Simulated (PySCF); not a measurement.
## Electron correlation in Pt⁺ (platinum, charge +1)

[Xe] 4f14 5d8 6p1, one real determinant (an excited configuration). All numbers are calculated (PySCF 2.14, a scalar-relativistic core potential, in aug-cc-pwCVDZ-PP with ECP60MDF (6s6p5d3f, 70 functions)). Frozen: 5s2 5p6; 9 electrons correlated.

MP2 pair energies summed by pair of shells (mhartree):

```json
{"pair": "5d-5d", "energy": "-179.06", "share (%)": "87.3"}
{"pair": "5d-6p", "energy": "-26.13", "share (%)": "12.7"}
```

Total MP2 correlation energy: -205.20 mhartree.

Same-spin part -79.21 and opposite-spin part -125.99 mhartree; SCS-MP2 scales them by 1/3 and 6/5 to -177.59 mhartree.

The reference is one real determinant that mixes LS terms of this configuration.
